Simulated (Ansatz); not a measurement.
Calculated with Ansatz (gas phase, PBE0-D4/def2-TZVP geometries, no zero-point term in ΔE). CBS: MP2 limit from def2 TZ/QZ plus the TZ coupled-cluster correction, frozen cores. This one scheme is used for every species. One conformer a species, not always the lowest.

Consider the hydrogenolysis of the Si–Si bond: `O[SiH]([SiH3])CCl` + H₂ → `O[SiH2]CCl` + SiH₄.

```tsv
species	HF/CBS(def2) energy (Eh)
`O[SiH]([SiH3])CCl`	-1154.34562
H₂	-1.13356
`O[SiH2]CCl`	-864.23249
SiH₄	-291.26912
```

Problem. Work out ΔE.

Solution. ΔE = (-864.23249) + (-291.26912) − (-1154.34562) − (-1.13356) = -0.02243 Eh = -58.9 kJ/mol. CCSD(T)/CBS gives -24.9 kJ/mol.

Largest T1 diagnostic among the species: 0.011.

From PBE to PBE0 (25 % exact exchange), in def2-TZVPP and without D4, ΔE moves by −6.3 kJ/mol. The D4 term adds +11.2 kJ/mol with B3LYP and +6.4 kJ/mol with PBE0; it sums over pairs of atoms, weighted by their polarisabilities, and B3LYP, whose exchange is more repulsive, gets the larger term.

B3LYP here is the variant with VWN-RPA as its local correlation; programs differ in this.
